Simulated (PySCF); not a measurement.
Can point charges reproduce the dipole moment of `C[SiH2]CO[C@@H]([SiH3])C[SiH3]`?

Coordinates (GFN2-xTB, Å) and charges (e) from the PBE0/pcSseg-1 density (PySCF):

```
atom       x       y       z  Mulliken      IAO  Hirshfeld  ESP-fitted
  C1   2.792   1.227   0.469   -0.6290  -0.7139    -0.2110     -0.5805
 Si2   2.506   0.042  -0.982   +0.6561  +0.7794    +0.3491     +0.6483
  C3   0.992  -1.051  -0.574   -0.2356  -0.3270    -0.0877     -0.3342
  O4  -0.062  -0.172  -0.261   -0.5562  -0.3892    -0.0997     -0.0840
  C5  -1.337  -0.782  -0.022   -0.1998  -0.1639    -0.0379     -0.0996
 Si6  -1.440  -1.436   1.772   +0.5086  +0.5778    +0.3016     +0.2935
  C7  -2.346   0.315  -0.332   -0.5042  -0.5390    -0.1630     -0.3559
 Si8  -1.546   1.409  -1.674   +0.5382  +0.6157    +0.2884     +0.3867
  H9   1.891   1.800   0.675   +0.1555  +0.1653    +0.0425     +0.1286
 H10   3.592   1.930   0.256   +0.1386  +0.1566    +0.0427     +0.1434
 H11   3.056   0.691   1.377   +0.1367  +0.1549    +0.0427     +0.1414
 H12   3.657  -0.854  -1.174   -0.0899  -0.1306    -0.0834     -0.1651
 H13   2.230   0.776  -2.222   -0.0745  -0.1231    -0.0775     -0.1524
 H14   1.189  -1.725   0.270   +0.1269  +0.1261    +0.0311     +0.1238
 H15   0.713  -1.689  -1.426   +0.1220  +0.1247    +0.0324     +0.0936
 H16  -1.465  -1.593  -0.757   +0.1290  +0.1218    +0.0323     +0.1253
 H17  -1.049  -0.343   2.660   -0.0689  -0.1104    -0.0721     -0.0659
 H18  -0.541  -2.576   1.973   -0.0901  -0.1192    -0.0788     -0.0864
 H19  -2.814  -1.870   2.022   -0.0812  -0.1159    -0.0758     -0.0810
 H20  -2.546   0.915   0.556   +0.1515  +0.1416    +0.0383     +0.1238
 H21  -3.294  -0.119  -0.646   +0.1491  +0.1535    +0.0450     +0.1301
 H22  -0.546   2.317  -1.123   -0.0836  -0.1180    -0.0805     -0.0923
 H23  -1.008   0.585  -2.758   -0.0938  -0.1254    -0.0822     -0.0955
 H24  -2.636   2.224  -2.238   -0.1053  -0.1418    -0.0964     -0.1457
```

Task: Compute μ = Σ q r for each scheme (1 e·Å = 4.803 D) and compare with the dipole of the full density.

Result: The full density gives (0.15, -1.32, 0.61) D, 1.46 D in size; dipole vectors point from the negative to the positive end.

```tsv
scheme	μx	μy	μz	size (D)	share of the full size (%)	angle to the full dipole (°)
Mulliken	1.09	-1.44	-0.36	1.84	126	47
IAO	1.06	-1.56	-0.33	1.91	131	44
Hirshfeld	0.59	-0.93	0.34	1.16	79	25
ESP-fitted	0.16	-1.31	0.58	1.44	99	1
```

Task: Which set comes closest?

Result: Length of the difference vector: ESP-fitted 0.03 D, Hirshfeld 0.65 D, IAO 1.33 D, Mulliken 1.35 D. Closest: ESP-fitted. 

Task: What is left for the Hirshfeld atoms' own dipoles?

Result: The shares of the density sum to the whole, so what Σ q r misses lies in dipoles about the nuclei. The atomic dipoles sum to (0.15, -1.32, 0.61) − (0.59, -0.93, 0.34) = (-0.44, -0.39, 0.27) D, 0.65 D in size.

Task: With the origin at the mean of the coordinates, (0.000, 0.001, -0.173) Å, which are the largest single terms, by size, of the Mulliken dipole along the direction of the full one?

Result: Si8 -5.32, Si6 +4.78, C1 +1.67, H24 +1.59, C7 +1.44 D; all 24 atoms together +1.26 D. The single terms depend on the origin, their sum doesn't.

Task: Give the size of the full dipole in other units.

Result: 1.46 D = 0.575 au = 0.304 e·Å = 4.87 × 10⁻³⁰ C·m.

Isolated species at its GFN2-xTB geometry (one conformer only).

The values belong to the conformer `[CH3:1][SiH2:2][CH2:3][O:4][C@@H:5]([SiH3:6])[CH2:7][SiH3:8]`: C1–Si2–C3–O4 54°, Si2–C3–O4–C5 175°, C3–O4–C5–Si6 82°, O4–C5–C7–Si8 30°.
